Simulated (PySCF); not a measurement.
**Os: electron affinity**

Os- [Xe] 4f14 5d7 6s2 (4F) → Os [Xe] 4f14 5d6 6s2 (5D), as a difference of total energies. Computed with PySCF 2.14 in x2c-TZVPPall with one added diffuse shell each of s, p, d, f type (12s8p8d4f1g, 113 functions), with the spin-free X2C one-electron Hamiltonian (Gaussian nucleus). Correlated levels: valence: [Xe] 4f14 frozen. The calculations carry no spin-orbit coupling.

```csv
method,electron affinity (eV),plus first-order spin-orbit estimate,error of that sum (eV)
UHF,-0.602,-0.442,-1.520
LDA,1.461,1.621,+0.543
PBE,1.272,1.432,+0.354
PBE0,0.982,1.143,+0.065
r2SCAN,1.121,1.282,+0.204
MP2 (valence),0.626,0.786,-0.292
SCS-MP2 (valence),0.695,0.855,-0.223
```

Reference: 1.078 eV (measured; photodetachment measurements, as compiled on the Wikipedia data page of electron affinities).

A first-order spin-orbit estimate (lowest level to lowest level, LS coupling) adds 0.160 eV.

Errors of the correlated levels include the incompleteness of this basis and the frozen core.

A negative affinity means that the anion lies above the atom at that level of theory.

In the anion the highest occupied orbital energy is positive at LDA, PBE, PBE0, r2SCAN, a self-interaction effect; the basis confines that electron, and the energy difference can still be sensible.
